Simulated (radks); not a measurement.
Results of a calculation; reference values are marked as such.
Task: The table gives one normalised radial function P(r) = r R(r) of Bi2+ in [Hg] 6p1 (r in bohr). Code: a radial shooting solver on a logarithmic mesh with Libxc functionals. Model: scalar-relativistic Kohn-Sham, SCAN, spin-polarised, spherical densities, finite nucleus; open shells are filled with parallel spins first (spin-orbit coupling, left out, can overturn this in heavy ions); meta-GGA in the generalised Kohn-Sham scheme; Fermi nuclear charge, rms radius 5.5211 fm.

r	P
0.001494	0.0060
0.002025	0.0098
0.002745	0.0161
0.00372	0.0261
0.005041	0.0421
0.006778	0.0659
0.009186	0.1021
0.01245	0.1528
0.01687	0.2166
0.02287	0.2835
0.03099	0.3267
0.04167	0.3018
0.05647	0.1576
0.07653	-0.1122
0.1037	-0.3904
0.1406	-0.4316
0.189	-0.0721
0.2561	0.4904
0.3471	0.6403
0.4704	0.0369
0.6376	-0.8497
0.8572	-1.2223
1.162	-0.9304
1.574	-0.4221
2.134	-0.1168
2.892	-0.0169
3.888	-0.0013
5.269	0.0000
7.141	0.0000

Which n and l does it have? It may be an empty orbital.

Result: n = 5, l = 1: the number of nodes gives n - l - 1 = 3, the rise at small r (about r^(l+1), flatter next to the nucleus through relativity) gives l, and the extent must fit the shell. The curve is that of 5p up; the table hardly tells the two spins apart. 5p up: eigenvalue -115.68 eV, 3 radial nodes at r = 0.0683, 0.197, 0.476 bohr, <r> = 0.948 bohr, 90 % of the charge inside 1.36 bohr.
